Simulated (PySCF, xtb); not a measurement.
H6SSi2, SMILES [SiH3]S[SiH3].

xtb with GFN2-xTB at its own geometry gives an orbital gap of 4.40 eV and a dipole moment of 2.87 D.

Geometry: PBE-D3(BJ)/def2-SVP.

Q: What does CAM-B3LYP/def2-TZVPD (PySCF) give? (The exact figures need the calculation; the answer reports its results.)

A: gap 9.18 eV (levels -8.81 and 0.37 eV), dipole 0.97 D.
